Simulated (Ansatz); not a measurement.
One change: `Cl[SiH2][NH][GeH2][Cl]` becomes `Cl[SiH2][NH][GeH3]`.

Ansatz, PBE0-D4/def2-TZVP geometries, multiplicity 1. Each molecule was computed in one conformer, which needn't be the lowest.

Scalar relativity is left out up to krypton.

| property | `Cl[SiH2][NH][GeH2][Cl]` |
| --- | --- |
| HOMO–LUMO gap (B3LYP/def2-TZVPP) / eV | 7.58 |
| size of the dipole moment (PBE/def2-TZVPP) / D | 1.14 |
| HOMO energy (PBE/def2-TZVPP) / eV | -6.90 |
| HOMO energy (ωB97M-V/def2-TZVPP) / eV | -10.54 |
| LUMO energy (ωB97M-V/def2-TZVPP) / eV | 1.56 |
| size of the dipole moment (ωB97M-V/def2-TZVPP) / D | 1.17 |

Question: Give the same properties after the change, and the shifts. (Best estimate.)

Answer: Computed: 
```json
{"property": "HOMO–LUMO gap (B3LYP/def2-TZVPP) / eV", "`Cl[SiH2][NH][GeH3]`": "7.31", "shift": "-0.27"}
{"property": "size of the dipole moment (PBE/def2-TZVPP) / D", "`Cl[SiH2][NH][GeH3]`": "2.07", "shift": "0.93"}
{"property": "HOMO energy (PBE/def2-TZVPP) / eV", "`Cl[SiH2][NH][GeH3]`": "-6.46", "shift": "0.44"}
{"property": "HOMO energy (ωB97M-V/def2-TZVPP) / eV", "`Cl[SiH2][NH][GeH3]`": "-10.09", "shift": "0.45"}
{"property": "LUMO energy (ωB97M-V/def2-TZVPP) / eV", "`Cl[SiH2][NH][GeH3]`": "1.64", "shift": "0.08"}
{"property": "size of the dipole moment (ωB97M-V/def2-TZVPP) / D", "`Cl[SiH2][NH][GeH3]`": "2.12", "shift": "0.95"}
```

With PBE0 the HOMO rises by 0.46 eV and the LUMO rises by 0.14 eV, so the gap narrows by about 0.32 eV. PBE moves the HOMO by 0.44 eV and ωB97M-V by 0.45 eV. Dipoles are sizes alone; their direction can turn.

B3LYP here is the variant with VWN-RPA as its local correlation; programs differ in this.
